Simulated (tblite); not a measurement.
C4H8FNSi2.
Geometry (GFN2-xTB, Å), atoms numbered from 1 in this order:
```
atom  x, y, z in Å
N1    -2.3968    0.0537    2.4880
C2    -2.1313   -0.3317    1.4458
C3    -1.7144   -0.7947    0.1350
F4    -2.6281   -0.3884   -0.8200
C5    -0.3477   -0.2052   -0.1403
Si6   -0.4396    1.3928   -1.1554
C7     0.7289   -0.8004    0.3666
Si8    2.5230   -0.2430    0.2131
H9    -1.7149   -1.8951    0.1213
H10    0.8775    2.0244   -1.1252
H11   -0.8323    1.0313   -2.5176
H12   -1.4492    2.2455   -0.5279
H13    0.5773   -1.7083    0.9476
H14    2.7202    1.0037    0.9537
H15    2.8747   -0.0718   -1.1974
H16    3.3451   -1.3039    0.8013
```

Computed with GFN2-xTB (tblite): harmonic, unscaled wavenumbers at the GFN2-xTB geometry, gas phase. Against measured fundamentals such values can be off by several per cent, at times by over 20. Modes of hydrogen on silicon can be 10 to 20 % off. One conformer, not necessarily the lowest.

Harmonic wavenumbers (cm⁻¹): 25.5, 79.1, 85.9, 127.8, 147.4, 162.6, 169.2, 226.7, 320.1, 328.0, 409.2, 479.3, 535.2, 541.0, 568.4, 584.0, 613.8, 643.1, 763.9, 767.0, 775.3, 780.9, 787.9, 801.1, 816.0, 834.9, 943.9, 1038.0, 1080.5, 1169.7, 1241.5, 1297.9, 1647.7, 2251.7, 2260.7, 2263.4, 2274.8, 2276.6, 2290.2, 2401.8, 2874.6, 2971.5.

A = 1896, B = 883.5, C = 714.0 MHz; mass 145.018 u (most abundant isotopes); point group C1, symmetry number 1.

Zero-point energy?

½Σν̃ = 21329 cm⁻¹ = 60.98 kcal/mol.

Entropy at 350 K, 1 bar (ideal gas, RRHO, classical rotation)?

Translation 41.65, rotation 30.45, vibration 41.57: S = 113.7 cal/(mol K).

And Cp and H(350 K) − H(0)?

Cp = 47.32 cal/(mol K), of which vibrations give 39.37 (their classical limit is 42 R = 83.5); H(350 K) − H(0) = 10.15 kcal/mol without the zero-point energy, 7.36 from vibrations.

What must be added to the electronic energy to get the Gibbs energy at 350 K and 1 bar?

ZPE + [H(350 K) − H(0)] − T·S = 60.98 + 10.15 − 39.79 = 31.34 kcal/mol.

How do the functions run with temperature in this model?

```tsv
T (K)	S (cal/(mol K))	Cp (cal/(mol K))	H − H(0) (kcal/mol)	G − H(0) (kcal/mol)	ln q(vib)
150	83.1	26.6	2.63	-9.83	4.09
250	99.4	37.9	5.86	-18.98	7.26
298.15	106.5	42.7	7.81	-23.93	8.75
400	120.3	51.1	12.61	-35.49	11.83
600	143.3	62.4	24.05	-61.93	17.50
900	170.7	72.7	44.45	-109.20	25.00
```

q(vib) and H(0) count from the zero-point level.

Blend soft modes into free rotors: weight 1/[1 + (100 cm⁻¹/ν̃)⁴] for the oscillator and the rest for a rotor with moment μB/(μ + B), μ = h/(8π²ν), B = 10⁻⁴⁴ kg m². What vibrational entropy results?

37.94 cal/(mol K) in place of 41.57, which changes −T·S at 350 K by +1.27 kcal/mol.

Hindered rotation and anharmonicity are outside this model. Other conformers, if any are populated, would add a mixing term that is left out. The structure is chiral; the term R ln 2 for an equal mix with its mirror image is left out.
